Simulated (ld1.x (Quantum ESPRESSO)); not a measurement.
# bismuth: variants of one TM potential

Base potential:

bismuth (Bi), norm-conserving Troullier–Martins (Kleinman–Bylander form), made with ld1.x (Quantum ESPRESSO) 7.5 (PBE, fully relativistic). Core [Xe] 4f14 5d10, reference 6s2 6p2 (charge +1). Waves: 6s (bound): rc 2.00 bohr; 6p (bound): rc 2.10 bohr. Local part: all-electron potential smoothed inside 1.80 bohr (lloc = -2). Core correction: a·sin(br)/r model core inside 1.95 bohr.

Open shells are filled in proportion to 2j + 1 (rel_dist='average').

All-electron outer shells of the reference configuration (PBE, scalar-relativistic, ld1.x):

| shell | level (eV) | outermost node (bohr) | outermost maximum (bohr) |
| --- | --- | --- | --- |
| 6s | -22.11 | 0.98 | 1.86 |
| 6p | -11.44 | 1.14 | 2.35 |

Cutoffs, loose and tight: the cutoffs (Ry, on a coarse ladder) from which the occupation-weighted sum of valence levels, in a spherical-Bessel basis at the reference potential, stays within 10 and 1 mRy of its value at 400 Ry. They do not see the model core or the augmentation charge, which bear on the density cutoff. Test errors are all-electron minus pseudo excitation energies from the reference, over the configurations 6s2 6p3; 6s2 6p1; 6s2 6p0; 6s2 6p2.5; 6s1 6p3; 6s0 6p5; 6s1 6p4. A dash means not determined; rows that change the core or the reference have their own tests.

A true bound ghost makes a file unfit for plane-wave use even where its test errors are small: the radial tests pick states by their node count and pass the ghost by.

| change | outcome | cutoff, loose | cutoff, tight | bound ghosts | largest test error (meV) |
| --- | --- | --- | --- | --- | --- |
| base | generated | 25 Ry | 45 Ry | d | -152 |
| wave 6s (bound): rc 2.00 bohr becomes 6s (bound): rc 1.28 bohr | generated | 140 Ry | over 300 Ry | s, d | -139 |
| wave 6s (bound): rc 2.00 bohr becomes 6s (bound): rc 1.52 bohr | generated | 50 Ry | 110 Ry | d | -140 |
| wave 6s (bound): rc 2.00 bohr becomes 6s (bound): rc 1.84 bohr | generated | 25 Ry | 50 Ry | d | -152 |
| wave 6s (bound): rc 2.00 bohr becomes 6s (bound): rc 2.22 bohr | generated | 25 Ry | 45 Ry | d | -148 |
| wave 6s (bound): rc 2.00 bohr becomes 6s (bound): rc 2.48 bohr | generated | 21 Ry | 40 Ry | d | -137 |
| wave 6s (bound): rc 2.00 bohr becomes 6s (bound): rc 2.76 bohr | generated | 18 Ry | 35 Ry | d | -197 |
| wave 6s (bound): rc 2.00 bohr becomes 6s (bound): rc 2.94 bohr | generated | 15 Ry | 30 Ry | d | -281 |

Reading the sweep of the s radius (base included, trends over the rows without a ghost): Bound ghosts are found at 1.28, 1.52, 1.84, 2, 2.22, 2.48, 2.76, 2.94 bohr. Every judged row has one, so this setting neither creates nor removes them.
